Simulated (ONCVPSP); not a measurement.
**Configuration tests for molybdenum (ONCV)**

Mo (Z = 42), optimised norm-conserving Vanderbilt (ONCV), made with ONCVPSP 4.0.1 (PBE, scalar-relativistic). Core [Ar] 3d10, reference 4s2 4p6 4d5 5s1. Waves: 4s+5s: rc 1.90 bohr, ncon 3, nbas 7, qcut 6.1 1/bohr, 2 projectors; 4p: rc 1.65 bohr, ncon 4, nbas 7, qcut 10.2 1/bohr, 2 projectors, debl 0.5 Ha; 4d: rc 2.35 bohr, ncon 4, nbas 9, qcut 5.3 1/bohr, 2 projectors, debl 1.9 Ha. Local part: polynomial inside 1.50 bohr (lpopt 5, dvloc0 6 Ha). Core correction: Teter function, fcfact 3, rcfact 1.1.

In the p channel the program set the typed energies aside and used -1.414, 0.250 Ha.

Energies are relative to the spin-unpolarised reference configuration 4s2 4p6 4d5 5s1; without spin polarisation the order of configurations can differ from experiment.

```json
{"valence configuration": "4s2 4p6 4d5 5s0", "charge": "+1", "ΔE all-electron (eV)": "6.890", "error AE − PS (meV)": "-0.9"}
{"valence configuration": "4s2 4p6 4d4 5s0", "charge": "+2", "ΔE all-electron (eV)": "22.352", "error AE − PS (meV)": "0.0"}
{"valence configuration": "4s2 4p6 4d5 5s0 5p1", "charge": "0", "ΔE all-electron (eV)": "3.141", "error AE − PS (meV)": "-1.1"}
```

Problem. What are ΔE and the potential's error for 4s2 4p6 4d3 5s0?

Solution. ΔE = 49.096 eV all-electron; the error (AE − PS) is +61 meV.

Levels in the configuration 4s2 4p6 4d5 5s0:

```tsv
level	all-electron (eV)	pseudo (eV)
4s	-71.114	-71.174
4p	-45.289	-45.312
4d	-10.414	-10.421
```
